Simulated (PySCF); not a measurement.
A side-by-side comparison of computed properties.

First species: C₃H₁₀O₂Si₃.
Bonds: C1–O2, O2–C3, C3–C4 (double), C4–O5, O5–Si6, Si6–Si7, Si7–Si8, C3–Si8. Hydrogens: H9, H10, H11 on C1; H12 on C4; H13, H14 on Si6; H15, H16 on Si7; H17, H18 on Si8.

Second species: C5H13FN2Si2.
SMILES: `CNC[C@@H]([SiH3])[Si@@H](F)CC#N`

Levels: PBE0/pcSseg-1 for HOMO energy, LUMO energy and HOMO–LUMO gap. Geometries: GFN2-xTB. Each species is one conformer at its optimised geometry, gas phase, non-relativistic unless stated. Electronic properties by PySCF.

The conformers computed, where there is a choice (atom-mapped SMILES and torsion angles):
- `[CH3:1][NH:2][CH2:3][C@@H:4]([SiH3:5])[Si@@H:6]([F:7])[CH2:8][C:9]#[N:10]`: C1–N2–C3–C4 -164°, N2–C3–C4–Si5 35°, C3–C4–Si6–F7 -60°, C4–Si6–C8–C9 36°

The conformers of `COC1=CO[SiH2][SiH2][SiH2]1` aren't listed.

Values for the first species:

* HOMO energy: -6.19 eV
* LUMO energy: -0.77 eV
* HOMO–LUMO gap: 5.42 eV

Q: Estimate the same properties for the second species, and the change in each.

A: 
| property | first | second | second less first |
| --- | --- | --- | --- |
| HOMO energy | -6.19 eV | -7.14 eV | -0.95 eV |
| LUMO energy | -0.77 eV | 0.18 eV | +0.95 eV |
| HOMO–LUMO gap | 5.42 eV | 7.32 eV | +1.90 eV |

